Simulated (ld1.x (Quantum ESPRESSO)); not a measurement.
**Reading a pseudo-wave (Pd (Z = 46))**

Columns: radius, all-electron u(r) and pseudo u(r) of the 4s shell (level -126.09 eV) of palladium in the configuration [Ar] 3d10 4s2 4p6 4d7 5s0 5p0; LDA (PZ), scalar-relativistic, RRKJ scheme, ld1.x (Quantum ESPRESSO) 7.5.

```
r (bohr)  all-electron   pseudo
   0.088       -0.4367  -0.0167
   0.175        0.1309  -0.0437
   0.262        0.6490  -0.1044
   0.350        0.5381  -0.2304
   0.438        0.0813  -0.4341
   0.525       -0.4165  -0.6864
   0.612       -0.8132  -0.9323
   0.700       -1.0683  -1.1150
   0.788       -1.1884  -1.2030
   0.875       -1.2049  -1.2068
   0.962       -1.1530  -1.1530
   1.050       -1.0590  -1.0590
   1.138       -0.9446  -0.9446
   1.225       -0.8258  -0.8258
   1.312       -0.7103  -0.7103
   1.400       -0.6020  -0.6020
   1.487       -0.5059  -0.5059
   1.575       -0.4208  -0.4208
   1.662       -0.3483  -0.3483
   1.750       -0.2859  -0.2859
   1.838       -0.2335  -0.2335
   1.925       -0.1904  -0.1904
   2.012       -0.1546  -0.1546
   2.100       -0.1249  -0.1249
   2.188       -0.1005  -0.1005
   2.275       -0.0809  -0.0809
```

Q: How many radial nodes do the two functions have?

A: The all-electron 4s function has n − l − 1 = 3 (the table is too coarse to show those close to the nucleus); the pseudo-wave has 0, since the states of the same l below it are removed with the core.

Q: At about which radius was the pseudo-wave matched?

A: 0.95 bohr, where the columns begin to agree (steps of 0.09 bohr).

Q: Is the pseudo-wave norm-conserving?

A: Yes: the RRKJ scheme keeps the norm inside the radius equal to the all-electron one, which fixes the energy derivative of the logarithmic derivative at the level.
